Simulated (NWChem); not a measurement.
SnSi2H8; SMILES [SiH3][SnH2][SiH3]

All runs: NWChem. Coordinates come from a PBE0/def2-SVP optimisation. No frequency run checked for a minimum. def2 effective core potentials on Sn; no spin-orbit coupling. Vertical excitations in the gas phase; the lowest state need not have the same character in each row.

Task: Among these, which level gives the lowest value of “lowest excitation, singlet (eV)”?
A. PBE/def2-SVP, full TDDFT
B. PBE0/def2-SVP, full TDDFT
C. B3LYP/def2-SVP, full TDDFT

Result: A, PBE/def2-SVP, full TDDFT. Values: PBE/def2-SVP, full TDDFT 6.23; B3LYP/def2-SVP, full TDDFT 6.52; PBE0/def2-SVP, full TDDFT 6.61
